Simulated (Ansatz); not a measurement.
Correlation energies of C₄H₁₀Si, SMILES `C=CCC[SiH3]` by basis set

```
atom   x (Å)   y (Å)   z (Å)
  C1  -1.687   0.872   1.232
  C2  -1.374   0.428   0.022
  C3  -0.707  -0.876  -0.266
  C4   0.637  -0.706  -0.985
 Si5   1.913   0.286  -0.021
  H6  -2.161   1.835   1.379
  H7  -1.480   0.283   2.120
  H8  -1.593   1.054  -0.842
  H9  -0.563  -1.422   0.671
 H10  -1.370  -1.489  -0.889
 H11   0.488  -0.222  -1.957
 H12   1.067  -1.690  -1.200
 H13   1.986  -0.205   1.383
 H14   1.594   1.737   0.002
 H15   3.252   0.116  -0.650
```

Charge 0, multiplicity 1. All single points use the PBE0-D4/def2-TZVP geometry. It is one conformer, not always the lowest. Frozen core, restricted reference, the Gaussian-basis code of Ansatz. CBS rows extrapolate triple and quadruple zeta; past MP2 they add the triple-zeta difference.

| basis | HF (Eh) | MP2 corr. |
| --- | --- | --- |
| def2-TZVPP | -446.27051 | -0.80679 |
| def2-QZVPP | -446.28680 | -0.85827 |

(1) Estimate the CCSD correlation energy and the (T) correction in each basis where they were run (hartree).

## Answers

(1) 
```json
{"basis": "def2-TZVPP", "CCSD corr.": "-0.86865", "(T)": "-0.03563"}
{"basis": "CBS(def2)", "CCSD corr.": "-0.95826", "(T)": "as TZ"}
```
